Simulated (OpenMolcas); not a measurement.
# Ti2+, Zr2+, Hf2+: d² down the group

```json
{
  "Program": "OpenMolcas 26.06",
  "Method": "SS-RASPT2, IPEA 0.25 Eh, imaginary shift 0.1 Eh",
  "Basis": "ANO-RCC-VQZP",
  "Scalar Hamiltonian": "DKH2, point nucleus",
  "Spin-orbit coupling": "RASSI with atomic mean-field integrals over the reference wave functions, term energies averaged over their components"
}
```

Active space for each ion: 8 electrons in 8 orbitals (RAS1 p, at most 2 holes; RAS2 d); closed shells correlated by CASPT2: Ti2+ 3s; Zr2+ 4s; Hf2+ 5s.

Computed levels in cm-1 above ³F₂:

```
                               Level   Ti2+   Zr2+   Hf2+
                                 ³F₃    215    776   3580
                                 ³F₄    493   1679   6860
                                 ¹D₂   8350   6170   9950
                                 ³P₀  10880   8260   9590
                                 ³P₁  10960   8570  11640
                                 ³P₂  11110   9180  15370
                                 ¹G₄  14270  10860  14950
                                 ¹S₀  31100  22870  28370
weight of ³F in the lowest level (%)    100     99     93
```

Mixed levels, with the weight of the term that names them: Hf2+ ¹D₂ (60 %), Hf2+ ³P₂ (66 %).

Measured, with the error of the calculation in %. Measured levels: Ti2+ from Corliss and Sugar, J. Phys. Chem. Ref. Data 8, 1 (1979); Zr2+ from Moore, Atomic Energy Levels, vol. II, NSRDS-NBS 35 (1971 reprint of NBS Circular 467, 1952); NIST levels as listed in Rynkun, Gaigalas and Jonsson, Astron. Astrophys. 637, A10 (2020).

```csv
Level,Ti2+,Zr2+
³F₃,185 (+16.2),681 (+14.0)
³F₄,420 (+17.2),1486 (+13.0)
¹D₂,8474 (-1.5),5742 (+7.5)
³P₀,10538 (+3.3),8062 (+2.4)
³P₁,10604 (+3.3),8326 (+2.9)
³P₂,10721 (+3.6),8838 (+3.9)
¹G₄,14398 (-0.9),11049 (-1.7)
¹S₀,32476 (-4.2),23979 (-4.6)
```

The fine-structure level ³F₄ changes by a factor of 13.9 from Ti2+ to Hf2+.

Without spin-orbit coupling ¹D lies 8070, 5230, 6550 cm-1 above ³F in that order; the difference to the level ¹D₂, of either sign, comes from spin-orbit coupling, which also lowers the zero.

CASPT2 does not keep the components of a term degenerate, so their means are used; among the terms shown or strongly mixed into the levels shown the widest spread is 450 cm-1 (3d² ³F, Ti2+). Active for correlation alone: 3p; no level in the range computed is led by a configuration that opens it, so any true level of that kind is missing (holds for Ti2+). Active for correlation alone: 4p; no level in the range computed is led by a configuration that opens it, so any true level of that kind is missing (holds for Zr2+). Active for correlation alone: 5p; no level in the range computed is led by a configuration that opens it, so any true level of that kind is missing (holds for Hf2+). Measured partners are found by configuration, term and J. A level has none where our copy of the source lacks it or the pairing is in doubt (some pairs that miss far off the trend of their configuration count as doubtful), and it then counts in no deviation. Only configurations of the active space appear.
